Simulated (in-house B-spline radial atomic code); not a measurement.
Binding energies in neutral samarium

NIST's tabulated ground configuration is [Xe] 4f6 6s2; each binding energy is the energy of the ion with one electron taken from that subshell, relaxed, less that of the parent. All numbers are computed (Dirac-Kohn-Sham PBE, spherical fractional occupations; Fermi nucleus of rms radius 5.0819 fm) with a radial B-spline atomic code at the basis-set limit, not measured. Energies include first-order Breit, QED and recoil terms.

```tsv
subshell	X-ray name	binding energy (eV)	-ε (eV)	relaxation (eV)
1s	K	46892.7	46626.2	-438.6
2s	L1	7671.1	7615.7	-77.0
2p1/2	L2	7296.6	7219.0	-98.3
2p3/2	L3	6691	6616.2	-88.7
3s	M1	1686.4	1668.6	-21.8
3p1/2	M2	1517.4	1497.8	-23.3
3p3/2	M3	1395.1	1375.7	-21.7
3d3/2	M4	1104	1079.4	-25.9
3d5/2	M5	1077.5	1052.9	-25.3
4s	N1	339.6	331.6	-8.9
4p1/2	N2	274.1	266.1	-8.8
4p3/2	N3	247.4	239.3	-8.5
4d3/2	N4	139.5	131.5	-8.2
4d5/2	N5	134.8	126.7	-8.1
5s	O1	48.55	43.20	-5.47
5p1/2	O2	30.71	25.70	-5.08
5p3/2	O3	27.04	22.18	-4.90
4f	N6,7	9.22	2.47	-6.65
6s	P1	5.94	3.58	-2.37
```

Relaxation = -ε minus the binding energy without Breit, QED and recoil terms. With a density functional, K lines can miss by some tenths of a per cent, more in light atoms. For a density functional the relaxation so defined is negative, because -ε of a Kohn-Sham level is smaller than the binding energy.

Emission lines follow as differences of binding energies, with λ = 12398.42 eV·Å / E:

```csv
line,holes,energy (eV),wavelength (Å)
K-L3,1s → 2p3/2,40201.7,0.30841
K-L2,1s → 2p1/2,39596.1,0.31312
K-M3,1s → 3p3/2,45497.6,0.27251
L3-M5,2p3/2 → 3d5/2,5613.5,2.2087
L2-M4,2p1/2 → 3d3/2,6192.6,2.0021
L1-M3,2s → 3p3/2,6276.0,1.9755
L3-M1,2p3/2 → 3s,5004.6,2.4774
L2-N4,2p1/2 → 4d3/2,7157.1,1.7323
```

**Question.** What screening constant σ does Moseley's law, E = (3/4)·13.6057 eV·(Z - σ)², need for K-L3?

**Answer.** σ = -0.77.

Moseley's non-relativistic formula needs a falling, then negative, screening constant for heavy elements, because relativity binds the 1s electron more strongly than the formula allows.

**Question.** What does it cost to remove both a 3s and a 3d5/2 electron?

**Answer.** 2813.3 eV, which is 49.5 eV more than the two single binding energies together.

**Question.** What does it cost to remove both a 3p3/2 and a 5p1/2 electron?

**Answer.** 1438.3 eV, which is 12.48 eV more than the two single binding energies together.

**Question.** What does it cost to remove both a 1s and a 4d5/2 electron?

**Answer.** 47051 eV, which is 23.47 eV more than the two single binding energies together.
